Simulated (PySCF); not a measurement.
Molecule: sum formula HSOF₂, net charge 1, singlet state. It need not be the lowest isomer of its formula. 
Structure (B3LYP-D3(BJ)/def2-TZVP (Ansatz) minimum search):
SMILES: [OH+]=S(F)F
```xyz
5

O      1.2627    -0.5678     0.2465
S     -0.1591    -0.0617     0.4204
F     -0.9204    -0.6972    -0.7535
F     -0.1112     1.3667    -0.1442
H      1.7276    -0.4945    -0.6194
```
Charge +1, spin multiplicity 1.

Dispersion corrections to the total energy (kcal/mol) from the dftd3 and dftd4 libraries through PySCF: D3(BJ) without and D4 with the three-body term, each with the damping fitted for the functional named.

```
functional  D3(BJ)     D4
----------  ------  -----
revPBE       -4.21      …
PW6B95       -0.72  -1.39
B3LYP        -2.78      …
CAM-B3LYP    -1.14  -1.20
PBE0         -1.31  -1.21
LC-wPBE          …  -1.64
HF          -15.87  -6.18
```

Question: Fill in the missing entries.

Answer: 
- revPBE, D4: -5.40
- B3LYP, D4: -2.40
- LC-wPBE, D3(BJ): -1.41
